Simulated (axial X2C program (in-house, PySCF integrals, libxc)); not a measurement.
Photoelectron levels of As₂ by EOM-IP-CCSD

Calculated with an axial X2C code built on PySCF integrals: two-component X2C with atomic mean-field Coulomb and Gaunt terms, Gaussian nuclei, basis As dyall-cv3z with contracted cores.

R = 2.002 Å (0.960 times 2.085 Å, the PBE0 minimum at charge 0 for the lowest determinant).

Vertical ionisation energies of As₂ to the states of As₂⁺:

```json
{"Ω of As₂⁺": "3/2", "vertical IE (eV)": "10.004", "above lowest (cm⁻¹)": "0", "ionised spinor": "94% As pπ", "one-hole weight": "0.96"}
{"Ω of As₂⁺": "1/2", "vertical IE (eV)": "10.100", "above lowest (cm⁻¹)": "778", "ionised spinor": "82% As pσ, 16% As sσ", "one-hole weight": "0.94"}
{"Ω of As₂⁺": "1/2", "vertical IE (eV)": "10.173", "above lowest (cm⁻¹)": "1364", "ionised spinor": "94% As pπ", "one-hole weight": "0.96"}
{"Ω of As₂⁺": "1/2", "vertical IE (eV)": "14.795", "above lowest (cm⁻¹)": "38645", "ionised spinor": "62% As sσ, 34% As pσ", "one-hole weight": "0.64"}
```

Question: Take the first Ω = 1/2 and Ω = 3/2 rows of π character: how far apart are they, and which lies lower?

Answer: E(3/2) − E(1/2) = 0 − 1364 = -1364 cm⁻¹ at EOM-IP-CCSD: inverted, Ω = 3/2 lower. Splittings at this level can be off by ten to twenty per cent.

This point took 26 s on 1 thread of Intel(R) Xeon(R) Platinum 8488C (Sapphire Rapids) (shared host).

Reference electrons by ω block (each with its −ω partner): 1/2: 22, 3/2: 9, 5/2: 2. 10 electrons of As₂ correlated (inner shells frozen), 94 natural virtual spinors (a truncated set); levels can be off by some tenths of an eV. Roots sought by Ω: (1/2: 4, 3/2: 3, 5/2: 1); rows need 60 % one-particle weight and stop where some Ω has no more roots. Missing are any skipped roots, higher Ω and states of a further excitation; these come out far too high here and may in truth be low or lowest. T1 of the reference 0.015 (Lee–Taylor). Number of frozen shells: As 3 s, 2 p, 1 d. g and u states are not told apart.
